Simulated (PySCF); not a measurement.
## Correlation energy of I (iodine, neutral)

Starting occupation: [Kr] 4d10 5s2 5p5, 5p1/2 with m_j = -1/2, +1/2, 5p3/2 with m_j = -1/2, +1/2, +3/2. Computed with PySCF 2.14 in x2c-TZVPPall-2c with one added diffuse shell each of s, p, d, f type (9s10p6d3f, 90 functions), with X2C-1e with screened-nucleus spin-orbit coupling, Gaussian nucleus. Frozen: [Kr]; 17 electrons correlated; the 12 highest virtual spinors left out.

MP2 pair energies summed by pair of shells (mhartree):

```tsv
pair	energy	share (%)
4d3/2-4d5/2	-123.15	24.8
4d5/2-4d5/2	-91.70	18.4
4d3/2-4d3/2	-39.98	8.0
5p1/2-5p3/2	-37.56	7.6
4d5/2-5p3/2	-31.18	6.3
4d5/2-5s1/2	-25.03	5.0
5p3/2-5s1/2	-23.72	4.8
4d5/2-5p1/2	-22.24	4.5
5p3/2-5p3/2	-22.02	4.4
4d3/2-5p3/2	-19.85	4.0
4d3/2-5s1/2	-16.23	3.3
4d3/2-5p1/2	-15.03	3.0
5p1/2-5s1/2	-14.04	2.8
5p1/2-5p1/2	-9.07	1.8
5s1/2-5s1/2	-6.53	1.3
```

Total MP2 correlation energy: -497.34 mhartree.

The virtual space was cut to 109 spinors, which keep -497.04 of the -497.34 mhartree of MP2 correlation.

```tsv
level	correlation energy (mhartree)
CCSD	-472.54
(T)	-7.86
CCSD(T)	-480.40
```

Diagnostics: T1 = 0.0054, largest double amplitude 0.050.

Cost of the coupled-cluster step: 1100 s of wall time on 4 threads of Neoverse-V1 (shared host), for 17 occupied and 109 virtual spinors.

This basis was not built for core-valence correlation, so the inner-shell part is incomplete.
